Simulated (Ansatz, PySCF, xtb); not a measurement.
Energy difference R1 + R2 → P1 + P2, each structure at its B3LYP-D3(BJ)/def2-TZVP stationary point, reached from a drawn start (curvature not checked).
R1, C2H6AlCl (SMILES [CH3][Al]([CH3])[Cl]) (charge 0, multiplicity 1):
```xyz
10

C     -1.701    -0.473    -0.002
Al    -0.062     0.576     0.025
C      1.762    -0.099    -0.023
Cl    -0.289     2.684     0.115
H     -2.272    -0.317     0.918
H     -1.513    -1.544    -0.103
H     -2.349    -0.161    -0.825
H      2.275     0.243    -0.926
H      2.340     0.281     0.824
H      1.807    -1.190    -0.004
```
P1: C2H6AlF (SMILES [CH3][Al]([CH3])[F]), charge 0, multiplicity 1.
P2: HCl (SMILES Cl), charge 0, multiplicity 1.
R2: HF (SMILES F), charge 0, multiplicity 1.

P less R. No zero-point or thermal terms.

Programs: Ansatz (Gaussian basis) for Hartree–Fock, density functionals and correlated methods; PySCF for the D3/D4 terms; xtb for the GFN methods. All values are computed, each at the level named.

Task: Give the reaction energy at the level revPBE-D4/def2-TZVPP.

Result: -3.8 kcal/mol

Task: What is the computed reaction energy (BHLYP-D4/def2-TZVPP)?

Result: -4.9 kcal/mol

Task: Estimate the reaction energy that GFN2-xTB returns for this input.

Result: -19.7 kcal/mol

Ansatz is a quantum-chemistry and plane-wave program.
